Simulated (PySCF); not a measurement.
C2H8GaN, SMILES C[N](C)[GaH2].

Geometry optimised at ωB97X-D3(BJ)/def2-SVP. The structure was generated by enumeration; whether it is a known compound was not checked.

Calculation: PySCF 2.14.0 with IEF-PCM-M06-2X/def2-SVP.

The values are the electrostatic part of the solvation free energy, E(continuum) − E(gas) at the gas-phase geometry, in a cavity of scaled van der Waals radii (PySCF's table); cavitation and dispersion terms are not included. A continuum can't describe solvent molecules that bind to the metal. In vacuum the orbital gap is 7.43 eV. The dipole moment in vacuum is 0.88 D.

Computed values in water (ε = 78.36), chlorobenzene (ε = 5.70), diethylether (ε = 4.24):
```csv
solvent,ε,ΔG(elec) (kcal/mol),dipole (D),gap (eV)
water,78.36,-1.9,1.03,7.51
chlorobenzene,5.70,-1.4,1.00,7.49
diethylether,4.24,-1.3,0.98,7.48
```
